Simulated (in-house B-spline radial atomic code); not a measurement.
Ionisation energies along the 2-electron series, configuration 1s2, as differences of self-consistent energies. NIST's values go from ground level to ground level; the uncertainty of those that are theory runs from under 0.1 % in few-electron ions to several per cent in heavy many-electron ones. Computed with a B-spline radial code for spherical atoms: non-relativistic Hartree-Fock, average of the configuration, point nuclei.

This level leaves out relativity, spin-orbit splitting included, which matters for heavy ions.

```
  ion  configuration after  ionisation energy (eV)  IE/(q+1)² (eV)  -ε less Coulomb ΔSCF (eV)  tabulated value (eV)  computed minus tabulated (eV)
Br33+                  1s1                 16074.7          13.905                     1.5111              16317.01                           -242
Kr34+                  1s1                 17023.7          13.897                     1.5111              17296.42                           -273
Rb35+                  1s1                 18000.0          13.889                     1.5111              18305.89                           -306
Sr36+                  1s1                 19003.4          13.881                      1.511              19345.59                           -342
Zr38+                  1s1                       ?               ?                          ?                     ?                              ?
Nb39+                  1s1                       ?               ?                          ?                     ?                              ?
Mo40+                  1s1                 23289.2          13.854                      1.511              23810.65                           -521
Tc41+                  1s1                 24428.6          13.848                      1.511              25004.53                           -576
```

(1) Fill in the row of Zr38+.

(2) Fill in the row of Nb39+.

Results:

(1) ionisation energy (eV): 21091.8; IE/(q+1)² (eV): 13.867; -ε less Coulomb ΔSCF (eV): 1.511; tabulated value (eV): 21516.47; computed minus tabulated (eV): -425.

(2) ionisation energy (eV): 22176.9; IE/(q+1)² (eV): 13.861; -ε less Coulomb ΔSCF (eV): 1.511; tabulated value (eV): 22648.05; computed minus tabulated (eV): -471.
